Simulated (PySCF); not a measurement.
B3LYP has the VWN-RPA correlation part, as in Gaussian. 

Cartesian coordinates (Å):
```xyz
10

Cd    -0.1577    -0.1105     0.0224
C     -2.1006     0.6488     0.0165
H     -2.0793     1.7400    -0.1232
H     -2.5994     0.4222     0.9703
H     -2.6796     0.1982    -0.8030
O      1.7377    -0.6714     0.0358
C      2.1872    -1.9908    -0.0130
H      1.8532    -2.6141     0.8457
H      3.2952    -2.0008     0.0095
H      1.8901    -2.5355    -0.9365
```
Charge 0, multiplicity 1.

**Question.** Give the HOMO–LUMO gap, LUMO, dipole moment, charge on the central atom (Mulliken), total energy and HOMO at the level B3LYP-D3(BJ)/def2-TZVP // r2SCAN-D4/def2-SVP (PySCF).

**Answer.** 
The HOMO–LUMO gap comes out as 5.69 eV and the LUMO is -0.86 eV. The dipole moment is 2.10 D. The charge on the central atom (Mulliken) is 0.73 e, the total energy is -322.9301 Ha and the HOMO is -6.55 eV.
